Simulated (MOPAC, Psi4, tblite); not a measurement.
Intermolecular potential of C2H4 ··· H4N+ (SMILES C=C and [NH4+]) (charge +1), singlet. Monomers: optimised at B3LYP-D3(BJ) (def2-TZVP), held rigid. Orientation: lowest of the rigid-body minima from ten starts at GFN2-xTB. R is the distance of the centres of mass, along which the second monomer moves.

- GFN2-xTB (tblite)
- AM1, restricted, heats of formation (MOPAC)
- PM6, restricted, heats of formation (MOPAC)
- SAPT0/jun-cc-pVDZ, frozen core (Psi4)

Interaction energies in kJ/mol; the last columns give the difference from SAPT0:

```csv
R / Å,GFN2-xTB,AM1,PM6,SAPT0/jun-cc-pVDZ,GFN2-xTB − SAPT0/jun-cc-pVDZ,AM1 − SAPT0/jun-cc-pVDZ,PM6 − SAPT0/jun-cc-pVDZ
2.34,61.24,153.37,167.61,101.69,-40.45,51.68,65.92
2.55,-6.18,45.95,57.06,19.13,-25.31,26.82,37.93
2.76,-31.61,0.54,6.83,-20.23,-11.38,20.77,27.06
2.94,-36.26,-14.96,-11.04,-34.88,-1.38,19.92,23.84
3.13,-33.35,-20.13,-17.50,-40.26,6.90,20.12,22.76
3.35,-26.68,-18.47,-17.72,-40.10,13.42,21.64,22.38
3.61,-19.10,-13.14,-14.56,-36.08,16.97,22.93,21.51
3.94,-12.53,-8.15,-10.39,-29.22,16.68,21.07,18.83
4.47,-7.37,-4.96,-6.50,-19.53,12.15,14.57,13.03
5.11,-4.62,-3.45,-4.28,-12.08,7.45,8.63,7.80
6.10,-2.58,-2.10,-2.54,-6.44,3.86,4.34,3.90
7.43,-1.37,-1.18,-1.42,-3.32,1.95,2.14,1.91
```

GFN2-xTB is furthest from SAPT0/jun-cc-pVDZ at 2.34 (-40.45 kJ/mol, below); its mean absolute difference over the points is 13.16 kJ/mol.

AM1 is furthest from SAPT0/jun-cc-pVDZ at 2.34 (51.68 kJ/mol, above); its mean absolute difference over the points is 19.55 kJ/mol.

PM6 is furthest from SAPT0/jun-cc-pVDZ at 2.34 (65.92 kJ/mol, above); its mean absolute difference over the points is 22.24 kJ/mol.
